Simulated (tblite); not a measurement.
C₅H₆F₃S (doublet state).
Geometry (GFN2-xTB, Å), atoms numbered from 1 in this order:
```
atom  x, y, z in Å
C1     0.526   -1.629   -0.433
C2     0.058   -0.617    0.358
C3     0.683    0.546    0.756
C4     2.031    0.986    0.335
S5    -1.639   -0.823    0.981
C6    -2.433    0.082   -0.385
F7    -3.751    0.115   -0.223
F8    -2.187   -0.480   -1.573
F9    -2.006    1.347   -0.469
H10   -0.086   -2.481   -0.659
H11    1.517   -1.604   -0.847
H12    0.149    1.208    1.421
H13    2.488    0.300   -0.370
H14    1.967    1.976   -0.121
H15    2.679    1.083    1.208
```

Structure optimised with GFN2-xTB, isolated species. This method treats the open shell by occupation alone, without spin polarisation.

Masses are those of the commonest isotopes; rigid-rotor values at the optimised geometry. The values belong to one conformer with, in the numbering `[CH2:1]=[C:2]([CH:3][CH3:4])[S:5][C:6]([F:7])([F:8])[F:9]`, C1–C2–C3–C4 3°, C1–C2–S5–C6 -93°.

Question: Give the principal moments of inertia and the rotational constants in MHz.

Answer: Ia = 215.11, Ib = 551.61, Ic = 590.89 u·Å²; 505379 MHz·u·Å²/I gives A = 2349, B = 916.2, C = 855.3 MHz.

Question: Classify the top.

Answer: A near-prolate asymmetric top: κ = (2 × 916.2 − 2349 − 855.3)/(2349 − 855.3) = -0.92.

Question: Is it planar, by Δ = Ic − Ia − Ib?

Answer: Not planar: Δ = Ic − Ia − Ib = -175.83 u·Å². For a rigid frame Δ = −2 Σ m c², so Σ m c² = 87.91 u·Å² lies off the ab plane: 6.96 from hydrogen and 80.96 from heavier atoms. The atom farthest from that plane is 1.51 Å away.

Question: Give the other two planar moments, Paa and Pbb, and the rms extents of the mass along the axes.

Answer: Paa = Σ m a² = (Ib + Ic − Ia)/2 = 463.70 and Pbb = Σ m b² = (Ia + Ic − Ib)/2 = 127.20 u·Å². With the mass M = 155.01 u, the rms extents √(P/M) along a, b and c are 1.73, 0.91, 0.75 Å.

Question: Estimate the classical rotational partition function at 100 K, 298.15 K and 500 K.

Answer: Point group C1, symmetry number σ = 1; q = (√π/σ)·√((kT/h)³/(ABC)), k/h = 20836.6 MHz/K: 124000 at 100 K, 640000 at 298.15 K, 1390000 at 500 K.

For this open shell read J as N, the rotation without spin; fine and hyperfine splittings come on top. Its GFN2-xTB frequencies are all real (lowest 22 cm⁻¹). These are rigid-rotor constants of the computed structure; measured ground-state constants (B0) also hold zero-point vibration.
